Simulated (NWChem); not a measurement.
System: C₄H₄F₂; SMILES C#CC(C)(F)F

```xyz
10

C     -0.0145     2.3741     0.0000
C     -0.0435     1.1541     0.0000
C     -0.0253    -0.3210     0.0000
C      1.3705    -0.9180     0.0000
F     -0.7134    -0.7769    -1.1045
F     -0.7134    -0.7769     1.1045
H     -0.0042     3.4557     0.0000
H      1.9225    -0.5929     0.9014
H      1.2775    -2.0209     0.0000
H      1.9225    -0.5929    -0.9014
```
Atoms are numbered in this order, from 1.

The geometry was optimised at PBE-D3(BJ)/def2-SVP.

Symmetry labels are those of Cs in the frame above (b1 and b2, or b-type labels, depend on it).

List the 4 lowest vertical singlet excitations from PBE0/def2-SVP, TDA (NWChem).


| state | energy (eV) | oscillator strength | symmetry | leading excitation (squared amplitude) |
|---|---|---|---|---|
| S1 | 6.43 | 0.000 | a" | HOMO → LUMO (0.82) |
| S2 | 6.77 | 0.000 | a' | HOMO−1 → LUMO (0.51) |
| S3 | 6.81 | 0.001 | a" | HOMO−1 → LUMO+1 (0.82) |
| S4 | 8.76 | 0.000 | a" | HOMO−2 → LUMO (0.98) |
